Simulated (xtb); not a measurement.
C$_{4}$H$_{11}$In, charge +1, doublet, from a rough starting geometry (GFN-xTB shapes and energies of metal compounds can be far from the true ones) (a state made from the parent by changing its charge; the spin is typed, not shown lowest); GFN2-xTB run with xtb 6.7.1.

The xtb input:
```
$ xtb mol.xyz --gfn 2 --chrg 1 --uhf 1 --opt vtight --json

# file mol.xyz
16

In     0.04268019     0.52177794     0.41416078
C      1.54707779     1.73975569    -0.78300394
H      2.53850801     1.31415034    -0.61568028
H      1.62796910     2.72252452    -0.38546384
H      1.35898455     1.76968387    -1.83749485
C     -1.42232176     1.61366748     1.72223698
H     -2.25902807     0.96015265     1.99661669
H     -1.89158284     2.46922235     1.18099282
H     -0.99559261     1.97727398     2.61466011
C     -0.02674804    -1.74170814     0.21708525
C     -0.07484763    -2.11521122    -1.23068625
H     -0.91626794    -2.12888170     0.79294918
H      0.84592739    -2.13927525     0.70244525
H      0.76890631    -1.80109438    -1.81673399
H     -1.05225024    -1.83034537    -1.70304366
H     -0.07474916    -3.23179840    -1.31555274
```

Output, abridged:

```
   ID    Z sym.   atoms
    1   49 In     1
    2    6 C      2, 6, 10, 11
    3    1 H      3-5, 7-9, 12-16

           -------------------------------------------------
          |                Calculation Setup                |
           -------------------------------------------------

           -------------------------------------------------
          |                 G F N 2 - x T B                 |
           -------------------------------------------------

          ...................................................
          :                      SETUP                      :
          :.................................................:
          :  # basis functions                  37          :
          :  # atomic orbitals                  36          :
          :  # shells                           22          :
          :  # electrons                        29          :
          :  max. iterations                   250          :
          :  Hamiltonian                  GFN2-xTB          :
          :  restarted?                      false          :
          :  GBSA solvation                  false          :
          :  PC potential                    false          :
          :  electronic temp.          300.0000000     K    :
          :  accuracy                    1.0000000          :
          :  -> integral cutoff          0.2500000E+02      :
          :  -> integral neglect         0.1000000E-07      :
          :  -> SCF convergence          0.1000000E-05 Eh   :
          :  -> wf. convergence          0.1000000E-03 e    :
          :  Broyden damping             0.4000000          :
          :  net charge                          1          :
          :  unpaired electrons                  1          :
          ...................................................

 iter      E             dE          RMSdq      gap      omega  full diag
   1    -14.9951176 -0.149951E+02  0.120E+01    3.00       0.0  T
   2    -14.8915951  0.103522E+00  0.567E+00    3.18       1.0  T
   3    -14.4396677  0.451927E+00  0.109E+01    3.84       1.0  T
   4    -14.8581067 -0.418439E+00  0.547E+00    3.17       1.0  T
   5    -15.0360134 -0.177907E+00  0.196E+00    3.10       1.0  T
   6    -15.0519200 -0.159066E-01  0.156E+00    3.27       1.0  T
   7    -15.0523657 -0.445653E-03  0.135E+00    3.34       1.0  T
   8    -15.0570520 -0.468633E-02  0.108E+00    3.38       1.0  T
   9    -15.0508924  0.615961E-02  0.107E+00    3.45       1.0  T
  10    -15.0643737 -0.134813E-01  0.278E-01    3.42       1.0  T
  11    -15.0494573  0.149164E-01  0.113E+00    3.44       1.0  T
  12    -15.0642323 -0.147750E-01  0.139E-01    3.42       1.0  T
  13    -15.0643857 -0.153355E-03  0.484E-02    3.41       1.0  T
  14    -15.0643497  0.359104E-04  0.738E-02    3.41       1.0  T
  15    -15.0644021 -0.523392E-04  0.251E-02    3.41       1.0  T
  16    -15.0644059 -0.377973E-05  0.160E-02    3.41       1.6  T
  17    -15.0644084 -0.254638E-05  0.479E-03    3.41       5.2  T
  18    -15.0644087 -0.249722E-06  0.682E-04    3.41      36.6  T
  19    -15.0644087 -0.502594E-08  0.629E-05    3.41     397.6  T

   *** convergence criteria satisfied after 19 iterations ***

         :::::::::::::::::::::::::::::::::::::::::::::::::::::
         ::                     SUMMARY                     ::
         :::::::::::::::::::::::::::::::::::::::::::::::::::::
         :: total energy             -14.852560737419 Eh    ::
         :: gradient norm              0.084224699192 Eh/a0 ::
         :: HOMO-LUMO gap              3.411476965533 eV    ::
         ::.................................................::
         :: SCC energy               -15.064368723010 Eh    ::
         :: -> isotropic ES            0.084250205334 Eh    ::
         :: -> anisotropic ES         -0.013469215830 Eh    ::
         :: -> anisotropic XC          0.011559207304 Eh    ::
         :: -> dispersion             -0.006476799986 Eh    ::
[...]
 * total energy  :   -14.8719925 Eh     change       -0.2000370E-06 Eh
 * total energy  :   -14.8719927 Eh     change       -0.2022137E-06 Eh
 * total energy  :   -14.8719929 Eh     change       -0.1636459E-06 Eh
 * total energy  :   -14.8719931 Eh     change       -0.1977328E-06 Eh
 * total energy  :   -14.8719935 Eh     change       -0.3517399E-06 Eh
 * total energy  :   -14.8719940 Eh     change       -0.5471022E-06 Eh
 * total energy  :   -14.8719945 Eh     change       -0.4540456E-06 Eh
 * total energy  :   -14.8719947 Eh     change       -0.1953209E-06 Eh
 * total energy  :   -14.8719948 Eh     change       -0.1554756E-06 Eh
 * total energy  :   -14.8719950 Eh     change       -0.1730237E-06 Eh
 * total energy  :   -14.8719951 Eh     change       -0.1490670E-06 Eh
 * total energy  :   -14.8719952 Eh     change       -0.4231932E-07 Eh
   *** GEOMETRY OPTIMIZATION CONVERGED AFTER 111 ITERATIONS ***
         :: total energy             -14.871995178969 Eh    ::
[...]
        25                          0.0013194               0.0359
        26                          0.0419790               1.1423
       ...                                ...                  ...
        36                          0.8384296              22.8148
      -------------------------------------------------------------
                  HL-Gap            0.0911699 Eh            2.4809 eV
             Fermi-level           -0.5055188 Eh          -13.7559 eV

     #   Z          covCN         q      C6AA      α(0)
     1  49 In       2.320     0.282   296.608    34.515
     2   6 C        3.608    -0.167    24.350     7.128
     3   1 H        0.925     0.116     1.642     2.004
     4   1 H        0.925     0.110     1.693     2.035
     5   1 H        0.925     0.115     1.655     2.011
     6   6 C        3.605    -0.163    24.300     7.125
     7   1 H        0.925     0.120     1.616     1.988
     8   1 H        0.925     0.117     1.636     2.000
     9   1 H        0.925     0.117     1.635     2.000
    10   6 C        3.471    -0.072    24.090     7.360
    11   6 C        3.759    -0.119    22.820     6.810
    12   1 H        0.925     0.097     1.809     2.103
    13   1 H        0.925     0.100     1.781     2.087
    14   1 H        0.924     0.100     1.788     2.091
    15   1 H        0.924     0.105     1.743     2.065
    16   1 H        0.923     0.140     1.463     1.891

 Mol. C6AA /au·bohr⁶  :       2566.140498
 Mol. C8AA /au·bohr⁸  :     130532.506389
 Mol. α(0) /au        :         85.213347

Wiberg/Mayer (AO) data.
largest (>0.10) Wiberg bond orders for each atom

 ---------------------------------------------------------------------------
     #   Z sym  total        # sym  WBO       # sym  WBO       # sym  WBO
 ---------------------------------------------------------------------------
     1  49 In   2.349 --     2 C    0.761     6 C    0.753    10 C    0.339
     2   6 C    3.981 --     4 H    0.929     5 H    0.925     3 H    0.925
                             1 In   0.761     6 C    0.345
     3   1 H    0.986 --     2 C    0.925
     4   1 H    0.987 --     2 C    0.929
     5   1 H    0.986 --     2 C    0.925
     6   6 C    3.966 --     9 H    0.925     8 H    0.924     7 H    0.923
                             1 In   0.753     2 C    0.345
     7   1 H    0.985 --     6 C    0.923
     8   1 H    0.985 --     6 C    0.924
     9   1 H    0.985 --     6 C    0.925
    10   6 C    3.632 --    11 C    1.155    12 H    0.947    13 H    0.945
                             1 In   0.339
    11   6 C    3.988 --    10 C    1.155    14 H    0.948    15 H    0.943
                            16 H    0.870
    12   1 H    0.990 --    10 C    0.947
    13   1 H    0.990 --    10 C    0.945
    14   1 H    0.990 --    11 C    0.948
    15   1 H    0.988 --    11 C    0.943
    16   1 H    0.966 --    11 C    0.870
 ---------------------------------------------------------------------------

Topologies differ in total number of bonds
Writing topology from bond orders to xtbtopo.mol

molecular dipole:
                 x           y           z       tot (Debye)
 q only:       -0.055       0.205       0.112
   full:       -0.096       0.274       0.173       0.858
molecular quadrupole (traceless):
                xx          xy          yy          xz          yz          zz
 q only:       -3.911      -0.452       3.856      -7.546       4.965       0.055
  q+dip:       -4.144      -0.207       4.083      -7.771       4.923       0.061
   full:       -4.007      -0.598       5.345      -3.434       4.509      -1.338

optimized geometry written to: xtbopt.xyz

           -------------------------------------------------
          | TOTAL ENERGY              -14.871995178969 Eh   |
          | GRADIENT NORM               0.000116057320 Eh/α |
          | HOMO-LUMO GAP               2.480860249650 eV   |
           -------------------------------------------------

normal termination of xtb
```
